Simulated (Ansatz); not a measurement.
Consider the ligand exchange at the Si–O bond: `O[SiH](F)S` + HI → `F[SiH](S)I` + H₂O.

Computed with Ansatz on PBE0-D4/def2-TZVP structures; ΔE is electronic, products minus reactants. CCSD(T)/CBS is the MP2 limit (def2-TZVPP, def2-QZVPP) plus CCSD(T) − MP2 in def2-TZVPP, frozen cores. This one scheme is used for every species. DFT in def2-TZVPP. HSE06 is defined as in plane-wave codes. def2 core potentials past Kr. For I outer-core shells are correlated without core-valence functions, which leaves a few kJ/mol of doubt a bond. One conformer a species, not always the lowest.

(1) Is it downhill or uphill in electronic energy at CCSD(T)/CBS, and by how much? (Best estimate.)

(2) What do these levels give: BLYP-D4, B97M-V, PBE-QIDH, revPBE, HSE06, SCS-MP2/def2-TZVPP? (Best estimate.)

Largest T1 diagnostic among the species: 0.012.

## Answers

(1) Ansatz gave: Uphill: ΔE = +24.8 kJ/mol.

(2) Ansatz gave: BLYP-D4 30.4, B97M-V 38.7, PBE-QIDH 26.8, revPBE 21.1, HSE06 24.4, SCS-MP2/def2-TZVPP 34.1 kJ/mol.

In def2-TZVPP, CCSD(T) changes the Hartree–Fock value by −12.0 kJ/mol (the triples alone add −3.1 kJ/mol) and MP2 by −21.3 kJ/mol. Leaving LDA and LC-ωPBE aside and taking each functional with its dispersion term where it has one, the values, not all of them listed here, spread over 23.2 kJ/mol, from revPBE-D4 to CAM-B3LYP-D4. LDA lies +7.4 kJ/mol from PBE without D4.
